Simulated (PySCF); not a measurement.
Isomers of C8H21NSi, from PBE0-D3(BJ)/def2-SVP geometry optimisation, gas phase in PySCF. One conformer each, no zero-point energy, no frequencies.

Question: Which is lowest in electronic energy at this level?
A. `[CH3:1][CH2:2][SiH2:3][N:4]([CH:5]([CH3:6])[CH3:7])[CH:8]([CH3:9])[CH3:10]` with C1–C2–Si3–N4 59°, C2–Si3–N4–C5 -120°, Si3–N4–C5–C6 -63°, Si3–N4–C8–C9 112°: A = 1197, B = 840.3, C = 708.8 MHz, dipole 0.99 D
B. `[CH3:1][CH2:2][C:3]([CH3:4])([CH3:5])[N:6]([SiH3:7])[CH:8]([CH3:9])[CH3:10]` with C1–C2–C3–C4 -53°, C2–C3–N6–Si7 33°, C3–N6–C8–C9 124°: A = 1357, B = 874.5, C = 779.0 MHz, dipole 1.36 D
C. `[H][Si](C)(C)N(C(C)C)C(C)C` (SiHMe2(NiPr2)): A = 1110, B = 892.0, C = 781.0 MHz, dipole 0.77 D

Answer: C. That is `[H][Si](C)(C)N(C(C)C)C(C)C` (SiHMe2(NiPr2)), 11.1 kcal/mol below the next.

```tsv
SMILES	mapped SMILES	E (Eh)	relative (kcal/mol)	relative (kJ/mol)	dipole (D)
[H][Si](C)(C)N(C(C)C)C(C)C	–	-660.87541	0.0	0.0	0.77
CC[SiH2]N(C(C)C)C(C)C	[CH3:1][CH2:2][SiH2:3][N:4]([CH:5]([CH3:6])[CH3:7])[CH:8]([CH3:9])[CH3:10]	-660.85765	11.1	46.6	0.99
CCC(C)(C)N([SiH3])C(C)C	[CH3:1][CH2:2][C:3]([CH3:4])([CH3:5])[N:6]([SiH3:7])[CH:8]([CH3:9])[CH3:10]	-660.84145	21.3	89.1	1.36
```
